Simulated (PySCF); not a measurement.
Species: C4H13N3Si2.
Cartesian coordinates in Å at the GFN2-xTB level; atoms count from 1:
```xyz
22
C4H13N3Si2 angstrom
C     -2.5035    0.0137    1.3977
C     -1.6365   -0.0173    0.1392
C     -2.4965   -0.2467   -1.1050
N     -0.6128   -1.0324    0.2797
Si     0.9424   -0.9537   -0.4383
N      1.5884    0.5724    0.0977
Si     3.0334    1.3612   -0.3987
C      4.5458    0.4293    0.2025
N      5.4600   -0.1501    0.5792
H     -1.8817    0.1549    2.2783
H     -3.2247    0.8252    1.3435
H     -3.0432   -0.9256    1.5037
H     -1.1186    0.9416    0.0359
H     -3.0190   -1.1989   -1.0306
H     -3.2326    0.5461   -1.2116
H     -1.8683   -0.2661   -1.9919
H     -1.0236   -1.9482    0.3820
H      1.6577   -2.1148    0.0884
H      1.0218   -0.8854   -1.9033
H      1.2156    0.8707    0.9856
H      3.0693    2.6788    0.2369
H      3.1164    1.3647   -1.8571
```

Computed at PBE0/pcSseg-1 (PySCF, non-relativistic), with Q(14N) = 0.02044 b: N4, 14N (I = 1): χzz = -4.730 MHz, η = 0.378; N6, 14N (I = 1): χzz = -3.378 MHz, η = 0.475; N9, 14N (I = 1): χzz = -5.569 MHz, η = 0.024.

Where would the pure quadrupole (NQR) lines of 14N at N4 fall for the rigid, isolated species?

From ν± = (3/4)|χ|(1 ± η/3) and ν0 = |χ|η/2: ν+ 3.994 MHz, ν− 3.101 MHz, ν0 0.893 MHz (silicon-bound nitrogen).

Find the zero-field quadrupole resonance frequencies of 14N at N6.

From ν± = (3/4)|χ|(1 ± η/3) and ν0 = |χ|η/2: ν+ 2.935 MHz, ν− 2.132 MHz, ν0 0.803 MHz (nitrogen bridging silicon atoms).

Where would the pure quadrupole (NQR) lines of 14N at N9 fall for the rigid, isolated species?

From ν± = (3/4)|χ|(1 ± η/3) and ν0 = |χ|η/2: ν+ 4.209 MHz, ν− 4.144 MHz, ν0 0.066 MHz (cyano nitrogen).

In a crystal, neighbours and librations shift these lines. GFN2-xTB bond lengths can be off by several hundredths of an ångström, more for odd bonds, and the gradients follow them. With so small a basis the couplings can be 20 % off.

The run behind these numbers computed NMR shieldings as well. On one thread, Arm Neoverse N1 (aarch64), shared host, this took 1.9 min (with the writing of density and orbital grids) and 1.1 GiB of memory at its peak.

One conformer stands for the species.
